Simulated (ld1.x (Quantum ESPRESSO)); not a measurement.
## Which change was made? (Cl, TM)

- Element: Cl
- Generator: ld1.x (Quantum ESPRESSO) 7.5
- Type: norm-conserving Troullier–Martins (Kleinman–Bylander form)
- Functional: PBE
- Relativity: non-relativistic
- Frozen core: [He]
- Valence charge: 15
- Reference configuration: 2s2 2p6 3s1.5 3p5.5
- Partial waves: 2s (bound): rc 0.45 bohr; 2p (bound): rc 0.40 bohr; 3d channel at 0.45 Ry: rc 0.45 bohr
- Local potential: the d channel
- Core correction: none

Occupied shells without a wave of their own: 3p, 3s. They enter only through the test configuration that unscreens the potential.

Cutoffs, loose and tight: the cutoffs (Ry, on a coarse ladder) from which the occupation-weighted sum of valence levels, in a spherical-Bessel basis at the reference potential, stays within 10 and 1 mRy of its value at 400 Ry. They do not see the model core or the augmentation charge, which bear on the density cutoff. Test errors are all-electron minus pseudo excitation energies from the reference, over the configurations 2s2 2p6 3s2 3p5; 2s2 2p6 3s2 3p4; 2s2 2p6 3s2 3p3; 2s2 2p6 3s2 3p2; 2s2 2p6 3s2 3p4.5; 2s2 2p6 3s1 3p5; 2s2 2p6 3s2 3p5.3; variants that change the core or the reference have their own tests.

The base gives: outcome: generated, misses its reference levels by 0.16 eV; bound ghosts: not determined; largest test error (meV): +192.

Task: After one change the result is: outcome: generated, misses its reference levels by 0.16 eV; bound ghosts: none; largest test error (meV): +742. Which change was it?
A. wave 2p (bound): rc 0.40 bohr becomes 2p (bound): rc 0.50 bohr
B. wave 2p (bound): rc 0.40 bohr becomes 2p (bound): rc 0.56 bohr
C. wave 2p (bound): rc 0.40 bohr becomes 2p (bound): rc 0.34 bohr
D. wave 2p (bound): rc 0.40 bohr becomes 2p (bound): rc 0.28 bohr

Result: B. The others give: wave 2p (bound): rc 0.40 bohr becomes 2p (bound): rc 0.28 bohr → outcome: generated, misses its reference levels by 0.16 eV; bound ghosts: not determined; largest test error (meV): -92 | wave 2p (bound): rc 0.40 bohr becomes 2p (bound): rc 0.50 bohr → outcome: generated, misses its reference levels by 0.16 eV; bound ghosts: not determined; largest test error (meV): +476 | wave 2p (bound): rc 0.40 bohr becomes 2p (bound): rc 0.34 bohr → outcome: generated, misses its reference levels by 0.16 eV; bound ghosts: not determined; largest test error (meV): +117.
